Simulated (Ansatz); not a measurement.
Input (CCSDT(Q)/def2-SVP; Ansatz, a quantum-chemistry and plane-wave program):

Ansatz 0.2 input:
```yaml
crystal:
  periodic: [false, false, false]
  atoms:
    - {symbol: B, position_ang: [-1.00215034, 0.25456101, -0.14394011]}
    - {symbol: Cl, position_ang: [-1.07945974, 1.31835870, -1.48886373]}
    - {symbol: Ge, position_ang: [0.63334504, -0.65502082, 0.72218946]}
    - {symbol: H, position_ang: [0.69457836, -0.22823351, 2.19916693]}
    - {symbol: H, position_ang: [0.41857004, -2.17778494, 0.67299085]}
    - {symbol: H, position_ang: [1.98137772, -0.31821829, 0.04816364]}
basis:
  gaussian:
    orbitals: def2-SVP
magnetization: {spin_polarized: true, initial_magnetization: 1}
correlation: {method: ccsdt_q, electrons: outside_noble_gas}
```

Output:

```
Functional definition: HF
integrals: 0.14 GiB planned
1373 factors; integrals over basis functions are off by at most 1.9e-7 eV
mean field: 0.56 GiB planned
mean field evaluation 1: about -69682.1809 eV, gradient 1.0e1 eV
mean field evaluation 2: about -69682.2164 eV, gradient 1.0e1 eV
mean field evaluation 4: about -69683.6612 eV, gradient 2.2e0 eV
mean field evaluation 8: about -69683.7525 eV, gradient 3.9e-1 eV
mean field evaluation 16: about -69683.7565 eV, gradient 2.1e-6 eV
mean field evaluation 32: about -69681.5611 eV, gradient 7.1e0 eV
mean field evaluation 64: about -69682.4954 eV, gradient 2.4e-3 eV
mean field -69683.75649590 eV, -2560.8308178777 hartree, gradient 2.1e-6 eV, S^2 0.756816; 3 other end points of the search recorded, 0 dependent functions left out
determinant -69683.75649590 eV, -2560.8308178777 hartree, with singles and doubles -69692.90673768 eV, -2561.1670830610 hartree
determinant -69682.49542398 eV, -2560.7844743393 hartree, with singles and doubles -69691.74634637 eV, -2561.1244394666 hartree
20 core orbitals not correlated
reference -69683.75649590 eV, -2560.8308178777 hartree; 9, 8 occupied and 50, 51 virtual orbitals, 1373 factors
second order -7.94372482 eV of doubles, -0.00000000 eV of singles
coupled cluster: 2.74 GiB planned
cycle   1  -8.78331483 eV  change   -8.4e-1 eV  update   9.2e-2
cycle   2  -9.22829883 eV  change   -4.4e-1 eV  update   4.0e-2
cycle   3  -9.44934164 eV  change   -2.2e-1 eV  update   2.6e-2
cycle   4  -9.43615450 eV  change    1.3e-2 eV  update   8.8e-3
cycle   5  -9.43703544 eV  change   -8.8e-4 eV  update   4.5e-3
cycle   6  -9.43948738 eV  change   -2.5e-3 eV  update   1.8e-3
cycle   7  -9.43905209 eV  change    4.4e-4 eV  update   9.7e-4
cycle   8  -9.43944480 eV  change   -3.9e-4 eV  update   4.1e-4
cycle   9  -9.43971304 eV  change   -2.7e-4 eV  update   2.0e-4
cycle  10  -9.43954900 eV  change    1.6e-4 eV  update   8.9e-5
cycle  11  -9.43958598 eV  change   -3.7e-5 eV  update   4.2e-5
cycle  12  -9.43958975 eV  change   -3.8e-6 eV  update   1.9e-5
cycle  13  -9.43960118 eV  change   -1.1e-5 eV  update   1.1e-5
cycle  14  -9.43961492 eV  change   -1.4e-5 eV  update   5.5e-6
cycle  15  -9.43961458 eV  change    3.3e-7 eV  update   2.6e-6
cycle  16  -9.43961225 eV  change    2.3e-6 eV  update   1.2e-6
cycle  17  -9.43961144 eV  change    8.1e-7 eV  update   6.3e-7
perturbative correction -0.01463671 eV, -0.0005378892 hartree
Total energy: -69693.21074405 eV, -2561.1782550889 hartree
```
